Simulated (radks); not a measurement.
The platinum anion Pt2-, [Hg], held by a Watson sphere: a shell of charge +2.07 at radius R that stands for the Madelung well of a crystal (potential energy -2.07/R inside, -2.07/r outside, in hartree with lengths in bohr). Calculated with a radial shooting solver on a logarithmic mesh with Libxc functionals: scalar-relativistic Kohn-Sham, LDA (Slater exchange, VWN5 correlation), spin-polarised, spherical densities, point nucleus. Response by self-consistent Sternheimer equations with the Hartree and adiabatic LDA kernel, the relativistic mass of each level held fixed and spin-orbit coupling left out. The sphere does not respond.

R (bohr)  e(5p) (eV)  e(6s) (eV)  e(5d) (eV)  <r> 5d (bohr)  sum of <r^2> (bohr^2)  X-ray form factor at sin(theta)/lambda = 0.1 1/angstrom  alpha (bohr^3)
3.54         -54.314      -6.492      -5.116          1.867                  86.36                                                   74.811           71.75
3.78         -53.972      -6.115      -4.714          1.880                  88.52                                                   74.747           80.38
5.09         -52.452      -4.367      -3.008          1.933                  99.90                                                   74.498           148.0
5.73         -51.901      -3.721      -2.414          1.953                  105.5                                                   74.424           200.3
5.76         -51.878      -3.694      -2.390          1.953                  105.8                                                   74.421           203.2
5.83         -51.824      -3.631      -2.333          1.956                  106.4                                                   74.414           210.2
